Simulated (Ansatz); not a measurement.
Consider the ligand exchange at the Si–Cl bond: `F[Si](Cl)(Cl)I` + H–F → `F[Si](F)(Cl)I` + HCl.

Computed with Ansatz on PBE0-D4/def2-TZVP structures; ΔE is electronic, products minus reactants. CBS: MP2 limit from def2 TZ/QZ plus the TZ coupled-cluster correction, frozen cores. This one scheme is used for every species. Elements past krypton have def2 core potentials. For I outer-core shells are correlated without core-valence functions, which leaves a few kJ/mol of doubt a bond.

| species | CCSD(T)/CBS(def2) energy (Eh) |
| --- | --- |
| `F[Si](Cl)(Cl)I` | -1606.08071 |
| H–F | -100.39570 |
| `F[Si](F)(Cl)I` | -1246.11308 |
| HCl | -460.38127 |

**Question.** Work out ΔE.

**Answer.** ΔE = (-1246.11308) + (-460.38127) − (-1606.08071) − (-100.39570) = -0.01794 Eh = -0.49 eV.

Largest T1 diagnostic among the species: 0.010.

Leaving LDA and LC-ωPBE aside and taking each functional with its dispersion term where it has one, the values, not all of them listed here, spread over 0.21 eV, from CAM-B3LYP-D4 to revPBE-D4. The D4 term adds +0.08 eV with B3LYP and +0.04 eV with PBE0; it sums over pairs of atoms, weighted by their polarisabilities, and B3LYP, whose exchange is more repulsive, gets the larger term.

B3LYP here is the variant with VWN-RPA as its local correlation; programs differ in this.
